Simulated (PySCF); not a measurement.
FO₂W, neutral, multiplicity 2. Atoms are numbered in the order given.

```xyz
4

W      0.0204     0.0927     0.0000
O      0.9279    -0.2869    -1.3968
O      0.9279    -0.2869     1.3968
F     -1.8170    -0.2520     0.0000
```
Charge 0, spin multiplicity 2.

Geometry: r2SCAN-D4/def2-TZVP. The multiplicity is an assumed one; other spin states were not compared. The isomer is the one that the SMILES or the coordinates give; other isomers of the formula were not compared. The def2 effective core potentials stand for the cores of W; spin–orbit coupling is left out.

All values below come from B3LYP/def2-TZVPD (PySCF).

The molecule is in vacuum.

- total energy = -317.64805 hartree
- point group = Cs
- α spin, highest occupied and lowest empty level = -7.73 and -3.53 eV
- β spin, highest occupied and lowest empty level = -9.31 and -4.51 eV
- dipole moment = 2.37 D
- quadrupole, principal values (traceless, Buckingham form, about the centre of nuclear charge) = -3.87, -3.71, 7.59 D·Å
- mean static polarisability = 44.2 bohr³ (6.55 Å³)
- polarisability, principal values = 39.3, 44.0, 49.2 bohr³
- ⟨S²⟩ = 0.755 (pure state 0.75)
